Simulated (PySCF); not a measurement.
A side-by-side comparison of computed properties.

First species: C5H12SSi.
InChI=1S/C5H12SSi/c1-3-6-5-4-7(5)2/h5,7H,3-4H2,1-2H3/t5-,7+/m0/s1

Second species: C4H2F2O3.
SMILES: `C1(=O)OC(F)(OC=C1)F`

Levels: B3LYP/def2-SVPD for dipole moment, HOMO energy, LUMO energy, HOMO–LUMO gap, static isotropic polarisability and electronic spatial extent ⟨r²⟩ about the centre of nuclear charge; TDDFT B3LYP/def2-SVPD for lowest singlet excitation; TDA B3LYP/def2-SVPD for lowest triplet excitation (Tamm–Dancoff); GFN2-xTB for rotational constant A and rotational constant C. Geometries: GFN2-xTB. Each structure is a single optimised conformer of the isolated species, non-relativistic unless stated. Electronic properties by PySCF.

Dipoles, sizes and rotational constants follow the conformer. The torsions of the flexible species, by atom-mapped SMILES:
- `[CH3:1][CH2:2][S:3][C@@H:4]1[CH2:5][Si@H:6]1[CH3:7]`: C1–C2–S3–C4 75°, C2–S3–C4–C5 -86°

| property | column X | column Y |
| --- | --- | --- |
| dipole moment | 2.08 D | 4.24 D |
| HOMO energy | -5.81 eV | -8.54 eV |
| LUMO energy | 0.10 eV | -2.50 eV |
| HOMO–LUMO gap | 5.91 eV | 6.04 eV |
| lowest singlet excitation | 5.04 eV | 4.94 eV |
| lowest triplet excitation (Tamm–Dancoff) | 4.86 eV | 3.79 eV |
| static isotropic polarisability | 112.0 au | 57.6 au |
| electronic spatial extent ⟨r²⟩ about the centre of nuclear charge | 1581 bohr² | 927 bohr² |
| rotational constant A | 4.272 GHz | 2.918 GHz |
| rotational constant C | 0.772 GHz | 1.252 GHz |

Question: Which column belongs to which species?

Answer: Column X is the first species and column Y the second. The first has 19 atoms and 72 electrons, the second 11 and 68.

Question: How does each property change from the first species to the second?

Answer: dipole moment +2.16 D; HOMO energy -2.73 eV; LUMO energy -2.60 eV; HOMO–LUMO gap +0.13 eV; lowest singlet excitation -0.10 eV; lowest triplet excitation (Tamm–Dancoff) -1.07 eV; static isotropic polarisability -54.4 au; electronic spatial extent ⟨r²⟩ about the centre of nuclear charge -654 bohr²; rotational constant A -1.354 GHz; rotational constant C +0.480 GHz.

On the first: The principal polarisabilities are 91.2, 98.8 and 145.9 au; their mean is the isotropic value. S1 lies 0.87 eV below the HOMO–LUMO gap; its leading configuration is HOMO→LUMO, weight 0.95. GFN2-xTB frequencies show an imaginary mode (106i cm⁻¹), so this geometry is no minimum at that level.

On the second: A dipole of 4.24 D is allowed in C1, and pure rotational transitions are dipole-allowed. The principal polarisabilities are 40.4, 58.1 and 74.1 au; their mean is the isotropic value.
